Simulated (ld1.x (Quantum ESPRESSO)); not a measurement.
Transferability test, TM potential for iodine (I)

iodine, norm-conserving Troullier–Martins (Kleinman–Bylander form), made with ld1.x (Quantum ESPRESSO) 7.5 (Wu–Cohen, fully relativistic). Core [Kr] 4d10, reference 5s1 5p6. Waves: 5s (bound): rc 1.45 bohr; 5p (bound): rc 1.80 bohr. Local part: all-electron potential smoothed inside 1.25 bohr (lloc = -2). Core correction: Bessel-smoothed model core, default radius (core density twice the valence density).

Open shells are filled in proportion to 2j + 1 (rel_dist='average').

Energies are relative to the spin-unpolarised reference configuration 5s1 5p6; without spin polarisation the order of configurations can differ from experiment. The frozen-core shift is the all-electron ΔE with the core orbitals held at their reference shape minus the fully relaxed ΔE.

```json
{"valence configuration": "5s2 5p5", "charge": "0", "ΔE all-electron (eV)": "-10.408", "error AE − PS (meV)": "-10", "frozen-core shift (meV)": "+6.4"}
{"valence configuration": "5s2 5p4", "charge": "+1", "ΔE all-electron (eV)": "0.774", "error AE − PS (meV)": "-8.4", "frozen-core shift (meV)": "+1.3"}
{"valence configuration": "5s2 5p3", "charge": "+2", "ΔE all-electron (eV)": "20.705", "error AE − PS (meV)": "+2.1", "frozen-core shift (meV)": "+8.2"}
{"valence configuration": "5s1 5p5", "charge": "+1", "ΔE all-electron (eV)": "11.747", "error AE − PS (meV)": "+5.5", "frozen-core shift (meV)": "+3.8"}
{"valence configuration": "5s2 5p4.5", "charge": "+0.5", "ΔE all-electron (eV)": "-5.855", "error AE − PS (meV)": "-11", "frozen-core shift (meV)": "+3.5"}
{"valence configuration": "5s2 5p5.3", "charge": "-0.3", "ΔE all-electron (eV)": "-12.201", "error AE − PS (meV)": "-9.1", "frozen-core shift (meV)": "+8.0"}
```

(1) What are ΔE and the potential's error for 5s2 5p1?

Levels in the configuration 5s2 5p5:

```tsv
level	all-electron (eV)	pseudo (eV)
5s j=1/2	-17.434	-17.413
5p j=1/2	-7.796	-7.798
5p j=3/2	-6.783	-6.787
```

Note: ghost states, extra bound levels that the all-electron valence spectrum of the same l lacks: s at -39.4 eV, d at -11.9 eV. A true bound ghost makes a file unfit for plane-wave use.

Results:

(1) ΔE = 89.748 eV all-electron; the error (AE − PS) is -71 meV.
